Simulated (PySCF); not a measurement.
Start geometry of `C[Si@@H](O)O[SiH2]F` from a GFN2-xTB structure with every atom displaced at random (by about 0.01 Å) (Å):
```
atom  x, y, z in Å
C1    -2.0366   -0.4606    0.0459
Si2   -0.6411    0.8068    0.1560
O3    -0.1900    1.0765    1.6803
O4     0.6488    0.2009   -0.7143
Si5    2.0869   -0.4191   -0.8252
F6     2.5312   -0.8278    0.6770
H7    -2.8984   -0.1008    0.6261
H8    -2.3767   -0.5575   -0.9877
H9    -1.7684   -1.4088    0.4348
H10   -0.8973    2.1206   -0.4039
H11    0.5271    0.5680    2.0917
H12    2.0231   -1.6442   -1.5660
H13    2.9973    0.6292   -1.2251
```

**Question.** What comes out of this run: PySCF 2.14.0, PBE0-D3(BJ)/def2-SVP geometry optimisation, gas phase?

**Answer.** 
```
atom  x, y, z in Å
C1    -2.0186   -0.3995    0.1515
Si2   -0.6238    0.8235    0.0446
O3     0.1343    1.0907    1.4977
O4     0.5079    0.1978   -1.0288
Si5    2.0192   -0.3894   -0.7832
F6     2.0163   -1.1036    0.6889
H7    -2.8172   -0.0341    0.8152
H8    -2.4513   -0.5766   -0.8455
H9    -1.6602   -1.3653    0.5411
H10   -1.0565    2.1551   -0.4438
H11    0.5899    0.3329    1.8822
H12    2.3251   -1.4297   -1.7936
H13    3.0402    0.6865   -0.7359
```

The energy falls by 32.6 kJ/mol over 19 energy and gradient evaluations, the largest force component goes from 0.0473 to 1.8e-04 Eh/bohr, and the atoms move by 0.311 Å rms after alignment. The bond that changes most is O4–Si5 (siloxane oxygen to fluorine-bound silicon), which lengthens by 0.070 Å. Bonds longer at the end by more than 0.005 Å: 9 of 12; shorter: 2. Among the angles that change most is Si2–O4–Si5, from 152.6° to 131.2°. Among the dihedrals that turn most is H10–Si2–O3–H11, from -140° to -171°. Rotational constants go from 3941, 1344, 1190 to 3721, 1480, 1360 MHz. The orientation of the end geometry is arbitrary; only internal coordinates are fixed.

The run used 127 basis functions and 125 SCF cycles in all. The run took 2.1 min on Arm Neoverse V1, one thread, no GPU, on a shared host, and the process peaked at 0.53 GiB of memory.

Whether it is a minimum is left open (no frequencies). One conformer, not necessarily the lowest.
